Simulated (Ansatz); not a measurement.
The inner images of a band of Cl2GaHO + H2 (7 atoms, charge 0, multiplicity 1) are given out of order.

The calculation used RKS PBE-D4/def2-SVP (Ansatz).

First end point:

```xyz
7
Properties=species:S:1:pos:R:3
Ga -0.009 -0.236 0.152
O 0.010 -0.608 1.903
H -0.897 -0.595 2.265
Cl 1.834 -0.332 -0.929
Cl -1.852 0.154 -0.888
H 0.357 2.391 0.665
H 0.354 2.012 1.338
```

Last end point:

```xyz
7
Properties=species:S:1:pos:R:3
Ga 0.219 0.685 -0.182
O 0.064 0.089 1.871
H -0.836 -0.310 1.799
Cl 1.785 -0.624 -0.916
Cl -1.818 -0.129 -0.472
H 0.413 2.234 -0.082
H -0.030 0.841 2.488
```

Q: Put them in order from the first end to the last, with their energies above the first end.
A.
```xyz
7
Properties=species:S:1:pos:R:3
Ga 0.170 0.632 -0.196
O 0.065 0.066 1.877
H -0.823 -0.320 2.033
Cl 1.804 -0.566 -0.973
Cl -1.830 -0.113 -0.699
H 0.360 2.155 0.130
H 0.051 0.933 2.332
```
B.
```xyz
7
Properties=species:S:1:pos:R:3
Ga 0.111 0.453 -0.126
O 0.098 0.009 1.916
H -0.764 -0.296 2.272
Cl 1.878 -0.353 -1.055
Cl -1.861 0.029 -0.921
H 0.253 1.914 0.621
H 0.083 1.031 1.798
```
C.
```xyz
7
Properties=species:S:1:pos:R:3
Ga 0.025 -0.065 0.105
O 0.062 -0.335 1.893
H -0.838 -0.371 2.269
Cl 1.846 -0.318 -0.993
Cl -1.848 0.131 -0.938
H 0.310 2.118 0.780
H 0.241 1.626 1.388
```
D.
```xyz
7
Properties=species:S:1:pos:R:3
Ga 0.080 0.250 -0.016
O 0.073 -0.039 1.897
H -0.782 -0.329 2.278
Cl 1.872 -0.349 -1.034
Cl -1.861 0.088 -0.938
H 0.272 1.898 0.777
H 0.145 1.266 1.540
```
E.
```xyz
7
Properties=species:S:1:pos:R:3
Ga 0.137 0.567 -0.189
O 0.079 0.026 1.903
H -0.793 -0.300 2.210
Cl 1.841 -0.471 -1.027
Cl -1.841 -0.062 -0.857
H 0.300 2.036 0.371
H 0.076 0.990 2.094
```

A: C (+0.13 eV), D (+0.69 eV), B (+0.03 eV), E (-0.35 eV), A (-0.50 eV).

Time of the run: 80 s on 2 threads of Intel(R) Xeon(R) 6975P-C (Granite Rapids), with other jobs on the host, peak memory 0.14 GiB.
